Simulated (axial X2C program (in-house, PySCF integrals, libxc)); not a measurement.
# CuSe with a deliberately poor setting

Computed with an in-house all-electron X2C program for linear molecules (integrals from PySCF).

The run was started with this input:
```json
{"zs": [34, 29], "q": 0, "bas": ["dyall-v3z", "dyall-v3z"], "levels": ["PBE0", "HF", "r2SCAN0", "PBE"], "cc": false, "r0": 2.22, "npts": 10, "nst": 2, "ntry": 6, "opt": {"auxb": 6.0}}
```
```bash
python so2c.py task.json out
```

Keys: zs atomic numbers; q charge; bas basis sets; levels methods; cc coupled cluster on or off; r0 starting distance in Å; npts points on the curve; nst determinants followed; ntry starts of the search; auxb ratio of fitting exponents. HF also brings MP2.

**Question.** One numerical setting was spoiled on purpose. Which, and what came out?

**Answer.** Density fitting set too sparse. States: spin-free M_S = 1/2, Λ = 1; 2c Ω = 3/2. The apparent results, which are not to be taken for properties of CuSe:

```json
{"Hamiltonian": "spin-free", "level": "PBE0", "points converged": "10 of 10", "Re (Å)": "2.264", "ωe (cm⁻¹)": "295", "De (eV)": "2.76", "curve-fit residual (μEh)": "0.78"}
{"Hamiltonian": "spin-free", "level": "HF", "points converged": "10 of 10", "Re (Å)": "2.352", "ωe (cm⁻¹)": "282", "De (eV)": "2.30", "curve-fit residual (μEh)": "0.88"}
{"Hamiltonian": "spin-free", "level": "MP2", "points converged": "10 of 10", "Re (Å)": "2.188", "ωe (cm⁻¹)": "322", "De (eV)": "3.79", "curve-fit residual (μEh)": "0.44"}
{"Hamiltonian": "spin-free", "level": "r2SCAN0", "points converged": "10 of 10", "Re (Å)": "2.251", "ωe (cm⁻¹)": "298", "De (eV)": "2.66", "curve-fit residual (μEh)": "0.77"}
{"Hamiltonian": "spin-free", "level": "PBE", "points converged": "10 of 10", "Re (Å)": "2.257", "ωe (cm⁻¹)": "304", "De (eV)": "2.79", "curve-fit residual (μEh)": "0.87"}
{"Hamiltonian": "2c", "level": "PBE0", "points converged": "10 of 10", "Re (Å)": "2.266", "ωe (cm⁻¹)": "295", "De (eV)": "2.82", "curve-fit residual (μEh)": "0.79"}
{"Hamiltonian": "2c", "level": "HF", "points converged": "10 of 10", "Re (Å)": "2.354", "ωe (cm⁻¹)": "282", "De (eV)": "2.33", "curve-fit residual (μEh)": "0.89"}
{"Hamiltonian": "2c", "level": "MP2", "points converged": "10 of 10", "Re (Å)": "2.190", "ωe (cm⁻¹)": "322", "De (eV)": "3.76", "curve-fit residual (μEh)": "0.43"}
{"Hamiltonian": "2c", "level": "r2SCAN0", "points converged": "10 of 10", "Re (Å)": "2.253", "ωe (cm⁻¹)": "298", "De (eV)": "2.73", "curve-fit residual (μEh)": "0.77"}
{"Hamiltonian": "2c", "level": "PBE", "points converged": "10 of 10", "Re (Å)": "2.259", "ωe (cm⁻¹)": "302", "De (eV)": "2.86", "curve-fit residual (μEh)": "0.87"}
```
